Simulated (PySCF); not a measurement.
thionyl fluoride anion (F₂OS), SMILES O=S(F)F (connectivity only; charge and spin as stated), charge -1, multiplicity 2.

Coordinates come from a ωB97X-D3(BJ)/def2-SVPD optimisation. The multiplicity is an assumed one; other spin states were not compared.

Calculation: ωB97X-D3(BJ)/def2-SVPD (PySCF).

Frequencies are harmonic and unscaled.

Computed harmonic wavenumbers and intensities:
```
mode  ν (cm⁻¹)  IR (km/mol)  moving atoms (share of kinetic energy)
----  --------  -----------  --------------------------------------
1          195         15.9                          S 60 %, F 39 %
2          259         15.0                  F 56 %, S 30 %, O 14 %
3          354        262.9                   F 57 %, O 35 %, S 8 %
4          404         10.4                                 F 100 %
5          469        486.6                  S 54 %, O 30 %, F 16 %
6         1152         86.5                          O 67 %, S 33 %
```
